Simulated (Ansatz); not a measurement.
Cost and result for the atomization energy of GaH5O3Si, SMILES `[OH][Ga]([OH])[O][SiH3]` (10 atoms, 9 bonds).

```xyz
10

O    -2.133    0.301   -0.979
Ga   -0.711   -0.745   -0.880
O    -0.652   -2.234   -1.825
O     0.676   -0.337    0.156
Si    1.085    0.874    1.171
H    -2.063    1.083   -0.426
H     0.165   -2.720   -1.693
H     2.325    1.542    0.697
H    -0.002    1.896    1.239
H     1.310    0.340    2.539
```

Charge 0, multiplicity 1. Correlated methods include outer-core shells of Ga, which these sets cover unevenly. Scalar relativity is left out up to krypton. Geometry: relaxed with PBE0-D4/def2-TZVP. It is one conformer, not always the lowest. Program: Ansatz. All runs use 4 threads of an Arm Neoverse V1 on a shared host. Times are those of one run each, without the atoms' runs, and a repeat can differ threefold. Electronic energies, without spin–orbit coupling; frozen cores. CCSD(T)/CBS adds CCSD(T) − MP2 in def2-TZVPP to the MP2 limit, and its time is that of the two runs behind it. T1 = 0.014. With those shells the extrapolation isn't a true limit. B3LYP takes the VWN-RPA correlation (the form of Gaussian; ORCA's B3LYP/G).

CCSD(T)/CBS is a level of theory with its own doubt, some kJ/mol a heavy atom from the limit and from the frozen cores, so smaller differences don't rank the functionals.

```json
{"level": "LDA (SPW92)/def2-TZVPP", "functions": "253", "wall time": "1.6 s", "atomization (kJ/mol)": "3973.1", "difference from CCSD(T)/CBS": "472.0", "per bond": "52.4"}
{"level": "BLYP-D4/def2-TZVPP", "functions": "253", "wall time": "2.7 s", "atomization (kJ/mol)": "3434.1", "difference from CCSD(T)/CBS": "-67.0", "per bond": "-7.4"}
{"level": "CAM-B3LYP-D4/def2-TZVPP", "functions": "253", "wall time": "5.5 s", "atomization (kJ/mol)": "3469.5", "difference from CCSD(T)/CBS": "-31.6", "per bond": "-3.5"}
{"level": "B3LYP-D4/def2-TZVPP (with forces)", "functions": "253", "wall time": "6.5 s", "atomization (kJ/mol)": "3427.4", "difference from CCSD(T)/CBS": "-73.7", "per bond": "-8.2"}
{"level": "r2SCANh-D4/def2-TZVPP", "functions": "253", "wall time": "7.5 s", "atomization (kJ/mol)": "3435.0", "difference from CCSD(T)/CBS": "-66.1", "per bond": "-7.3"}
{"level": "B2PLYP/def2-TZVPP", "functions": "253", "wall time": "7.5 s", "atomization (kJ/mol)": "3425.8", "difference from CCSD(T)/CBS": "-75.3", "per bond": "-8.4"}
{"level": "PBE-QIDH/def2-TZVPP", "functions": "253", "wall time": "7.5 s", "atomization (kJ/mol)": "3418.3", "difference from CCSD(T)/CBS": "-82.8", "per bond": "-9.2"}
{"level": "B97M-V/def2-TZVPP", "functions": "253", "wall time": "11 s", "atomization (kJ/mol)": "3452.9", "difference from CCSD(T)/CBS": "-48.2", "per bond": "-5.4"}
{"level": "CCSD(T)/def2-SVP", "functions": "117", "wall time": "11 s", "atomization (kJ/mol)": "3220.2", "difference from CCSD(T)/CBS": "-280.9", "per bond": "-31.2"}
{"level": "ωB97M-V/def2-TZVPP (with forces)", "functions": "253", "wall time": "16 s", "atomization (kJ/mol)": "3459.7", "difference from CCSD(T)/CBS": "-41.4", "per bond": "-4.6"}
{"level": "MP2/def2-QZVPP", "functions": "480", "wall time": "38 s", "atomization (kJ/mol)": "3560.0", "difference from CCSD(T)/CBS": "58.9", "per bond": "6.6"}
{"level": "CCSD(T)/def2-TZVPP", "functions": "253", "wall time": "5.1 min", "atomization (kJ/mol)": "3404.9", "difference from CCSD(T)/CBS": "-96.2", "per bond": "-10.7"}
{"level": "CCSD(T)/CBS(def2)", "functions": "–", "wall time": "5.7 min", "atomization (kJ/mol)": "3501.1", "difference from CCSD(T)/CBS": "0.0", "per bond": "0.0"}
```

Leaving LDA and LC-ωPBE aside and taking each functional with its dispersion term where it has one, the values, not all of them listed here, spread over 168.2 kJ/mol, from BHLYP-D4 to ωB97X-V. LDA lies +516.9 kJ/mol from PBE without D4, its usual overbinding. From BLYP to BHLYP (50 % exact exchange), in def2-TZVPP and without D4, the atomization energy moves by −106.8 kJ/mol: exact exchange takes away binding that semilocal exchange gives to molecules. At CCSD(T), def2-SVP lies −280.9 kJ/mol from the extrapolated value and def2-TZVPP −96.1 kJ/mol: correlation converges slowly with the basis, and small sets miss more of it in the bonded molecule than in its fragments.
